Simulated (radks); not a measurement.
Results of a calculation; reference values are marked as such.
Valence configurations of the bismuth ion Bi3+. Code: a radial shooting solver on a logarithmic mesh with Libxc functionals. Model: Dirac Kohn-Sham, BLYP, spin-unpolarised, spherical densities, finite nucleus; open shells are shared between the two j in proportion to 2j + 1; Fermi nuclear charge, rms radius 5.5211 fm. Energies are relative to [Hg]; eigenvalues in eV.

| valence | E (eV) | e(4f5/2) | e(4f7/2) | e(5d3/2) | e(5d5/2) | e(6p1/2) |
|---|---|---|---|---|---|---|
| [Hg] | 0.000 | -183.06 | -177.57 | -56.384 | -53.329 | - |
| [Xe] 4f14 5d10 6s1 6p1 | 12.127 | -184.79 | -179.30 | -57.960 | -54.885 | -30.916 |
| [Xe] 4f14 5d10 6s0.5 6p1.5 | 18.279 | -185.65 | -180.15 | -58.732 | -55.647 | -31.347 |
| [Xe] 4f14 5d10 6p2 | 24.486 | -186.49 | -180.99 | -59.494 | -56.398 | -31.771 |
| [Xe] 4f14 5d9 6s2 6p1 | 28.158 | -189.81 | -184.31 | -61.450 | -58.260 | -32.071 |
| [Xe] 4f13.5 5d8.5 6s2 6p2 | 125.48 | -203.75 | -198.18 | -67.632 | -64.215 | -34.209 |
| [Xe] 4f13 5d10 6s2 6p1 | 161.28 | -204.04 | -198.39 | -63.664 | -60.290 | -32.394 |
| [Xe] 4f13 5d10 6s1 6p2 | 174.33 | -205.72 | -200.08 | -65.194 | -61.800 | -33.238 |
| [Xe] 4f13 5d9 6s2 6p2 | 194.49 | -210.97 | -205.32 | -68.802 | -65.292 | -34.381 |
| [Xe] 4f12 5d10 6s1 6p3 | 355.64 | -227.28 | -221.47 | -72.619 | -68.905 | -35.519 |

NIST lists [Hg] as the ground configuration; this level of theory agrees among the configurations tried. The energies are those of spherical spin-averaged densities, not of single terms.
